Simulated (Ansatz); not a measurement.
One change: `C=C[SiH2]N[SiH2]O` becomes `O[SiH2]N[SiH2][SiH3]`.

Ansatz, PBE0-D4/def2-TZVP geometries, multiplicity 1. Each molecule was computed in one conformer, which needn't be the lowest.

| property | `C=C[SiH2]N[SiH2]O` |
| --- | --- |
| HOMO–LUMO gap (B3LYP/def2-TZVPP) / eV | 6.31 |
| LUMO energy (ωB97M-V/def2-TZVPP) / eV | 1.25 |
| size of the dipole moment (B3LYP/def2-TZVPP) / D | 2.05 |
| HOMO energy (ωB97M-V/def2-TZVPP) / eV | -9.79 |
| LUMO energy (PBE0/def2-TZVPP) / eV | -0.77 |
| size of the dipole moment (PBE/def2-TZVPP) / D | 2.01 |

Q: Give the same properties after the change, and the shifts. (An estimate is asked.)

A: Computed: 
| property | `O[SiH2]N[SiH2][SiH3]` | shift |
| --- | --- | --- |
| HOMO–LUMO gap (B3LYP/def2-TZVPP) / eV | 7.13 | 0.82 |
| LUMO energy (ωB97M-V/def2-TZVPP) / eV | 1.38 | 0.13 |
| size of the dipole moment (B3LYP/def2-TZVPP) / D | 1.02 | -1.03 |
| HOMO energy (ωB97M-V/def2-TZVPP) / eV | -10.11 | -0.32 |
| LUMO energy (PBE0/def2-TZVPP) / eV | -0.29 | 0.48 |
| size of the dipole moment (PBE/def2-TZVPP) / D | 1.01 | -1.00 |

With PBE0 the HOMO falls by 0.31 eV and the LUMO rises by 0.48 eV, so the gap widens by about 0.79 eV. PBE moves the HOMO by -0.29 eV and ωB97M-V by -0.32 eV. Dipoles are sizes alone; their direction can turn.

B3LYP here is the variant with VWN-RPA as its local correlation; programs differ in this.
